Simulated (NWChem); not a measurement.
## Correlation energy of Pb

```xyz
1

Pb     0.0000     0.0000     0.0000
```
Charge 0, spin multiplicity 3.

Everything below was run with NWChem.

Basis set: def2-SVP. Each correlation energy counts from its own Hartree-Fock reference.

```json
[
 {"method": "SCS-UMP2", "correlation energy (mHa)": "-53.2"},
 {"method": "CCSD[T] on UHF", "correlation energy (mHa)": "-69.1"},
 {"method": "CCSDT on ROHF", "correlation energy (mHa)": "-72.8"},
 {"method": "UMP2", "correlation energy (mHa)": "-55.2"},
 {"method": "CCSD[T] on ROHF", "correlation energy (mHa)": "-72.8"},
 {"method": "CCSD on ROHF", "correlation energy (mHa)": "-71.2"},
 {"method": "CCSD(T) on ROHF", "correlation energy (mHa)": "-72.7"},
 {"method": "CCSD(T) on UHF", "correlation energy (mHa)": "-69.0"},
 {"method": "CCSD on UHF", "correlation energy (mHa)": "-67.6"}
]
```

The values span 19.6 mHa, from CCSDT on ROHF (lowest) to SCS-UMP2 (highest). 

Effective core potentials replace the inner electrons of Pb; spin-orbit coupling is left out. The correlated methods keep 4 core orbitals frozen. No SCF solution was tested for a lower state. Open-shell Hartree-Fock references start from PBE0 orbitals. Coupled-cluster values serve here as a point of comparison, not as the truth.
